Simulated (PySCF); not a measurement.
SMILES [Te](OC)N (CH₅NOTe) (B3LYP/def2-SVP optimised geometry):

```
9

Te    -0.818    -1.844     0.000
O     -1.308     0.122     0.000
C     -1.253     0.829     1.219
H     -0.220     0.935     1.607
H     -1.644     1.844     1.029
H     -1.867     0.368     2.018
N      1.209    -1.844     0.000
H      1.644    -1.494     0.852
H      1.635    -1.418    -0.822
```

Level of theory: B3LYP/def2-TZVP, def2 effective core potentials past Kr (PySCF).

Question: What are the frontier orbital energies and the dipole moment?

Answer: HOMO-2 -7.86 eV, HOMO-1 -7.47 eV, HOMO -5.94 eV, LUMO -1.47 eV, LUMO+1 -1.05 eV; dipole moment 1.51 D.

On the same geometry PBE/def2-TZVP, def2 effective core potentials past Kr in PySCF gives HOMO-2 -6.68 eV, HOMO-1 -6.23 eV, HOMO -5.02 eV, LUMO -2.08 eV, LUMO+1 -1.62 eV; dipole moment 1.55 D.
